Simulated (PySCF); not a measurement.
NICS in isomers of C7H5F3O.

NICS = −σ at a ghost point: NICS(0) at the centroid of the ring atoms, NICS(1) 1 Å to either side along the normal of their mean plane, zz for the tensor component along that normal. Level: GIAO PBE0/pcSseg-1 (PySCF, non-relativistic, gas phase) on the GFN2-xTB geometries, one conformer each. Atom numbers follow the mapped SMILES.

Task: Order these rings by mean NICS(1)zz, lowest (most negative) first (ppm).
A. ring C6–C7–C8–C9–C10–C11 in `[F:1][C:2]([F:3])([F:4])[O:5][c:6]1[cH:7][cH:8][cH:9][cH:10][cH:11]1`
B. ring C2–C3–C4–C5–C6–C11 in `[OH:1][c:2]1[cH:3][cH:4][cH:5][c:6]([C:7]([F:8])([F:9])[F:10])[cH:11]1`
C. ring C2–C3–C4–C10 in `[CH2:1]=[C:2]1[CH:3]=[C:4]([O:5][C:6]([F:7])([F:8])[F:9])[C:10]1=[CH2:11]`
D. ring C2–C3–C4–C6–C7–C11 in `[OH:1][c:2]1[cH:3][c:4]([F:5])[cH:6][c:7]([CH:8]([F:9])[F:10])[cH:11]1`

Result: A (-28.3), B (-26.8), D (-25.2), C (2.5).

| SMILES | ring | NICS(0) | NICS(1) | NICS(1)zz | HOMA | rms pucker (Å) | ring atoms with four or more neighbours |
| --- | --- | --- | --- | --- | --- | --- | --- |
| FC(F)(F)Oc1ccccc1 | 6-membered carbocycle; formal bonds all aromatic | -10.0 | -11.4 | -28.3 | 1.00 | 0.00 | 0 |
| Oc1cccc(C(F)(F)F)c1 | 6-membered carbocycle; formal bonds all aromatic | -9.8 | -11.1 | -26.8 | 0.99 | 0.00 | 0 |
| Oc1cc(F)cc(C(F)F)c1 | 6-membered carbocycle; formal bonds all aromatic | -11.1 | -10.9 | -25.2 | 0.99 | 0.00 | 0 |
| C=C1C=C(OC(F)(F)F)C1=C | 4-membered carbocycle; formal bonds 1 double, 3 single | -0.8 | -2.8 | 2.5 | -0.85 | 0.00 | 0 |

NICS(0) gives another order. The isotropic NICS(1) gives the same order. Over the 4 rings with a HOMA value its correlation coefficient with NICS(1)zz is -1.00. HOMA uses Krygowski's 1993 parameters. NICS(1) and NICS(1)zz are means over the two faces.
